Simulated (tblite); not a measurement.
C5H16Si2.
Cartesian coordinates in Å at the GFN2-xTB level; atoms count from 1:
```xyz
23
C5H16Si2 angstrom
C     -1.1729   -1.1736   -1.0409
C     -0.9691   -0.0580   -0.0138
C     -1.3279    1.2816   -0.6599
Si    -2.1262   -0.3646    1.4872
C      0.4859   -0.0443    0.4904
C      1.5639    0.1894   -0.5682
Si     3.3136    0.1847    0.1730
H     -0.8611   -2.1342   -0.6346
H     -2.2223   -1.2472   -1.3208
H     -0.6021   -0.9839   -1.9492
H     -1.1285    2.1056    0.0229
H     -0.7559    1.4463   -1.5724
H     -2.3835    1.3070   -0.9247
H     -1.9482    0.7075    2.4684
H     -1.7992   -1.6537    2.0997
H     -3.5167   -0.3808    1.0273
H      0.6875   -0.9998    0.9835
H      0.5774    0.7337    1.2540
H      1.3881    1.1435   -1.0674
H      1.4978   -0.5821   -1.3370
H      3.5761   -1.1080    0.8097
H      4.2906    0.4129   -0.8940
H      3.4278    1.2452    1.1768
```

All values are computed: GFN2-xTB (tblite) harmonic vibrations without scaling, gas phase. Against measured fundamentals such values can be off by several per cent, at times by over 20. Modes of hydrogen on silicon can be 10 to 20 % off. One conformer, not necessarily the lowest.

Harmonic wavenumbers (cm⁻¹): 38.1, 84.4, 116.4, 119.1, 129.3, 217.1, 231.9, 255.7, 263.9, 265.6, 362.6, 371.6, 404.2, 509.1, 534.9, 549.1, 556.2, 667.3, 732.6, 773.9, 778.9, 781.4, 787.7, 788.0, 794.1, 811.4, 876.7, 907.6, 969.5, 994.9, 1024.1, 1070.6, 1094.3, 1179.3, 1216.3, 1220.1, 1245.6, 1315.1, 1363.8, 1411.0, 1425.1, 1480.9, 1494.5, 1498.8, 1513.4, 1515.0, 1523.3, 2251.9, 2252.1, 2255.2, 2257.9, 2258.4, 2259.2, 2936.2, 2954.9, 2971.8, 2985.2, 2999.7, 3003.4, 3012.8, 3018.1, 3024.2, 3025.3.

A = 3020, B = 757.3, C = 710.6 MHz; mass 132.079 u (most abundant isotopes); point group Cs, symmetry number 1.

Problem. What is the zero-point energy?

Solution. Half the sum of the wavenumbers: 40865 cm⁻¹ = 116.84 kcal/mol.

Problem. What is S at 200 K and 1 bar for an ideal gas of classical rigid rotors and harmonic oscillators?

Solution. Translation 38.59, rotation 28.48, vibration 22.98: S = 90.1 cal/(mol K).

Problem. And Cp and H(200 K) − H(0)?

Solution. Cp = 34.05 cal/(mol K), of which vibrations give 26.10 (their classical limit is 63 R = 125.2); H(200 K) − H(0) = 4.15 kcal/mol without the zero-point energy, 2.56 from vibrations.

Problem. Blend soft modes into free rotors: weight 1/[1 + (100 cm⁻¹/ν̃)⁴] for the oscillator and the rest for a rotor with moment μB/(μ + B), μ = h/(8π²ν), B = 10⁻⁴⁴ kg m². What vibrational entropy results?

Solution. 21.62 cal/(mol K) in place of 22.98, which changes −T·S at 200 K by +0.27 kcal/mol.

Problem. What must be added to the electronic energy to get the Gibbs energy at 200 K and 1 bar?

Solution. ZPE + [H(200 K) − H(0)] − T·S = 116.84 + 4.15 − 18.01 = 102.98 kcal/mol.

Problem. Which modes carry the vibrational entropy at 200 K?

Solution. 38.1 cm⁻¹: 4.57; 84.4 cm⁻¹: 3.01; 116.4 cm⁻¹: 2.40; 119.1 cm⁻¹: 2.35; 129.3 cm⁻¹: 2.20; 217.1 cm⁻¹: 1.29 cal/(mol K); the other 57 give 7.16 together.

Problem. How do the functions run with temperature in this model?

Solution. 
```json
{"T (K)": "100", "S (cal/(mol K))": "71.4", "Cp (cal/(mol K))": "21.2", "H − H(0) (kcal/mol)": "1.39", "G − H(0) (kcal/mol)": "-5.75", "ln q(vib)": "1.96"}
{"T (K)": "300", "S (cal/(mol K))": "106.3", "Cp (cal/(mol K))": "46.8", "H − H(0) (kcal/mol)": "8.20", "G − H(0) (kcal/mol)": "-23.68", "ln q(vib)": "8.35"}
{"T (K)": "500", "S (cal/(mol K))": "135.5", "Cp (cal/(mol K))": "68.4", "H − H(0) (kcal/mol)": "19.83", "G − H(0) (kcal/mol)": "-47.93", "ln q(vib)": "14.82"}
{"T (K)": "800", "S (cal/(mol K))": "172.7", "Cp (cal/(mol K))": "89.9", "H − H(0) (kcal/mol)": "43.84", "G − H(0) (kcal/mol)": "-94.35", "ln q(vib)": "24.05"}
{"T (K)": "1000", "S (cal/(mol K))": "193.9", "Cp (cal/(mol K))": "99.6", "H − H(0) (kcal/mol)": "62.84", "G − H(0) (kcal/mol)": "-131.05", "ln q(vib)": "29.76"}
```

q(vib) and H(0) count from the zero-point level.

Hindered rotation and anharmonicity are outside this model. Other conformers, if any are populated, would add a mixing term that is left out.
